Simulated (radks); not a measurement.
Isoelectronic series with 14 electrons, all held in the configuration [Ne] 3s2 3p2, which need not be the ground one along the series. Calculated with a radial shooting solver on a logarithmic mesh with Libxc functionals: scalar-relativistic Kohn-Sham, PBE, spin-polarised, spherical densities, finite nucleus; open shells are filled with parallel spins first (spin-orbit coupling, left out, can overturn this in heavy ions); Fermi nuclear charge, rms radius of each element as measured or else 0.836 A^(1/3) + 0.57 fm. Total energies (hartree) and mean radii <r> (bohr) (* marks an orbital that is empty in some or all of the ions):

ion    E (hartree)  3d down*  3d up*  3p down*   3p up  3s down   3s up  2p down
Ru30+  -3856.95143    0.3034  0.3039    0.3428  0.3422   0.3534  0.3527   0.1249
Rh31+  -4050.48354    0.2947  0.2951    0.3332  0.3327   0.3436  0.3430   0.1217
Pd32+  -4249.10016    0.2864  0.2868    0.3242  0.3237   0.3344  0.3338   0.1186
Ag33+  -4452.83666    0.2786  0.2790    0.3156  0.3151   0.3256  0.3251   0.1157
Cd34+  -4661.72439    0.2712  0.2716    0.3074  0.3070   0.3173  0.3167   0.1129
In35+  -4875.80447    0.2642  0.2646    0.2997  0.2993   0.3093  0.3088   0.1103
Sn36+  -5095.10958    0.2575  0.2579    0.2923  0.2919   0.3017  0.3012   0.1078
Sb37+  -5319.68017    0.2512  0.2516    0.2852  0.2849   0.2944  0.2940   0.1053
Te38+  -5549.55271    0.2452  0.2455    0.2785  0.2782   0.2874  0.2870   0.1030
I39+   -5784.77526    0.2394  0.2397    0.2721  0.2718   0.2808  0.2804   0.1008
Xe40+  -6025.38343    0.2339  0.2342    0.2659  0.2656   0.2744  0.2740  0.09861
Cs41+   -6271.4253    0.2287  0.2290    0.2600  0.2597   0.2682  0.2679  0.09655
Ba42+   -6522.9426    0.2237  0.2239    0.2544  0.2541   0.2623  0.2620  0.09457
La43+   -6779.9859    0.2189  0.2191    0.2490  0.2487   0.2566  0.2563  0.09266
Ce44+   -7042.6010    0.2142  0.2145    0.2438  0.2435   0.2512  0.2509  0.09082
Pr45+   -7310.8399    0.2098  0.2101    0.2388  0.2385   0.2459  0.2456  0.08904
Nd46+   -7584.7520    0.2056  0.2058    0.2339  0.2337   0.2409  0.2406  0.08733
Pm47+   -7864.3854    0.2015  0.2017    0.2293  0.2291   0.2360  0.2357  0.08568
Sm48+   -8149.7835    0.1976  0.1978    0.2248  0.2246   0.2313  0.2310  0.08408
Eu49+   -8441.0401    0.1938  0.1940    0.2205  0.2203   0.2267  0.2264  0.08254
